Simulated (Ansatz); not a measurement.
Mulliken charges of H4OSSi2, SMILES `[SiH3]O[Si]S` from ωB97M-V/def2-TZVPP in Ansatz (PBE0-D4/def2-TZVP geometry).

| atom | x (Å) | y (Å) | z (Å) | charge (e) |
| --- | --- | --- | --- | --- |
| Si1 | -0.062 | 1.376 | -0.389 | 0.293 |
| O2 | 0.043 | -0.171 | 0.169 | -0.365 |
| Si3 | 0.271 | -1.030 | 1.558 | 0.290 |
| S4 | 0.164 | -3.042 | 0.784 | -0.254 |
| H5 | -1.395 | 1.564 | -1.010 | -0.030 |
| H6 | 0.113 | 2.339 | 0.728 | -0.025 |
| H7 | 1.001 | 1.585 | -1.402 | -0.030 |
| H8 | -0.043 | -2.677 | -0.494 | 0.121 |

Q: By hand: the dipole of these point charges (1 e Å = 4.8032 D).

A: Σ q r = (0.007, 0.463, 0.071) e Å, of length 0.468 e Å = 2.25 D.

Q: How does the dipole of the full density compare? (Estimate.)

A: The calculation gave: (-0.027, 0.272, -0.156) e Å, 1.51 D; the point charges give 1.49 times that, at 39° from its direction.

Point charges leave out the atoms' own dipoles, such as those of lone pairs, and Mulliken's split depends on the basis, so the two needn't agree.
